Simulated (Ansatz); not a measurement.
Calculation: Ansatz (an electronic-structure program) with frozen-core CCSD(T)/cc-pVTZ // B3LYP-D3(BJ)/def2-TZVP.

Ansatz 0.2 input:
```yaml
crystal:
  periodic: [false, false, false]
  atoms:
    - { symbol: C, position_ang: [0.576423, -1.308836, -1.024582] }
    - { symbol: B, position_ang: [0.058202, -0.128311, -0.150409] }
    - { symbol: Si, position_ang: [1.358652, 1.035872, 0.863781] }
    - { symbol: Si, position_ang: [-1.913842, 0.241825, 0.070894] }
    - { symbol: H, position_ang: [1.612185, -1.231332, -1.361677] }
    - { symbol: H, position_ang: [0.556429, -2.165478, -0.326979] }
    - { symbol: H, position_ang: [-0.066402, -1.593328, -1.859818] }
    - { symbol: H, position_ang: [2.648374, 0.357425, 1.15919] }
    - { symbol: H, position_ang: [1.653793, 2.196542, -0.023689] }
    - { symbol: H, position_ang: [0.809701, 1.57596, 2.133369] }
    - { symbol: H, position_ang: [-2.194243, 1.701378, 0.073253] }
    - { symbol: H, position_ang: [-2.321366, -0.285208, 1.403242] }
    - { symbol: H, position_ang: [-2.777906, -0.396507, -0.956574] }
basis:
  gaussian: { orbitals: cc-pVTZ }
correlation:
  method: ccsd_t
```

Output:

```
Functional definition: HF
1427 factors; integrals over basis functions are off by at most 9.7e-4 eV
mean field evaluation 1: about -17566.3252 eV, gradient 2.8e1 eV
mean field evaluation 2: about -17566.5344 eV, gradient 2.8e1 eV
mean field evaluation 4: about -17569.5306 eV, gradient 3.5e0 eV
mean field evaluation 8: about -17569.5894 eV, gradient 8.2e-2 eV
mean field evaluation 16: about -17568.8875 eV, gradient 1.1e1 eV
mean field -17569.58943355 eV, -645.6705025877 hartree, gradient 2.6e-6 eV, S^2 0.000000; 0 other end points of the search recorded, 0 dependent functions left out
12 core orbitals not correlated
reference -17569.58943355 eV, -645.6705025877 hartree; 12, 12 occupied and 230, 230 virtual orbitals, 1427 factors
second order -14.54184741 eV of doubles, -0.00000000 eV of singles
cycle   1  -15.91781476 eV  change    -1.4e0 eV  update   9.5e-2
cycle   2  -16.45728157 eV  change   -5.4e-1 eV  update   3.1e-2
cycle   3  -16.51089384 eV  change   -5.4e-2 eV  update   1.1e-2
cycle   4  -16.50404807 eV  change    6.8e-3 eV  update   3.9e-3
cycle   5  -16.50267720 eV  change    1.4e-3 eV  update   1.4e-3
cycle   6  -16.50242556 eV  change    2.5e-4 eV  update   4.6e-4
cycle   7  -16.50242642 eV  change   -8.6e-7 eV  update   1.5e-4
cycle   8  -16.50247975 eV  change   -5.3e-5 eV  update   5.7e-5
cycle   9  -16.50247750 eV  change    2.3e-6 eV  update   1.9e-5
perturbative correction -0.59104986 eV, -0.0217206817 hartree
Total energy: -17586.68296092 eV, -646.2986781319 hartree
```

Cost: around 5 core-minutes (rough).
